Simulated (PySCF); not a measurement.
Cartesian coordinates in Å; atom numbers follow the order of the lines, from 1:
```xyz
13

N    -3.4195    0.8573    0.6661
C    -2.4508    0.2888    0.3860
C    -1.2151   -0.3983    0.0283
C    -0.0257    0.5493   -0.1392
B     1.3263   -0.1890   -0.5000
O     1.3195   -1.5418   -0.6189
O     2.5043    0.4687   -0.6984
H    -1.0005   -1.1557    0.7986
H    -1.3908   -0.9632   -0.9009
H    -0.2502    1.2957   -0.9217
H     0.1181    1.1373    0.7846
H     2.1925   -1.8858   -0.8404
H     2.4401    1.4224   -0.5991
```

Geometry: PBE0-D3(BJ)/def2-SVP; GIAO shifts from PySCF, gas phase, non-relativistic, averaged over equivalent atoms.

At PBE0/cc-pVDZ (128 basis functions, 12 s wall time on 1 thread of an Arm Neoverse V1, shared host):
```csv
atoms,δ (ppm)
N1,273.8
C2,116.0
C3,14.5
C4,13.8
B5,28.1
O6/O7,114.2
H12/H13,3.17
H8/H9,2.04
H10/H11,0.76
```

References, each an isolated molecule treated in the same way: ¹⁵N (σref 273.12) against NH3; ¹³C (σref 196.75), ¹H (σref 31.29) vs TMS; BF3·OEt2 for ¹¹B (σref 113.82); H2O for ¹⁷O (σref 343.34).

Task: Predict the values at BP86/pcSseg-1 on the same geometry.

Result: 
```tsv
atoms	δ at BP86/pcSseg-1	change
N1	294.3	+20.5
C2	121.7	+5.7
C3	14.0	-0.5
C4	13.9	+0.1
B5	28.7	+0.6
O6/O7	130.8	+16.6
H12/H13	3.68	+0.51
H8/H9	2.20	+0.16
H10/H11	0.91	+0.15
```

References, each an isolated molecule treated in the same way: ¹⁵N (σ = 263.10 ppm) against NH3; TMS for ¹³C (σ = 179.74 ppm) and ¹H (σ = 31.27 ppm); ¹¹B (σ = 95.26 ppm) against BF3·OEt2; ¹⁷O (σ = 332.56 ppm) vs H2O.

The largest change is at N1 (nitrile nitrogen). Cost: 149 basis functions, 20 s wall time on 1 thread of an Arm Neoverse V1, shared host. The order of the carbon signals is the same at both levels.

A carbon bonded to boron is broadened by the quadrupolar boron nucleus and is often missing from a measured spectrum. Experimental scales use liquid or dissolved standards, which lie at an offset from isolated NH3 (liquid NH3: subtract about 20 ppm) and H2O (liquid H2O: subtract about 36 ppm). Unscaled 15N shifts of sp2 nitrogen come out 20 to 40 ppm too high even then.
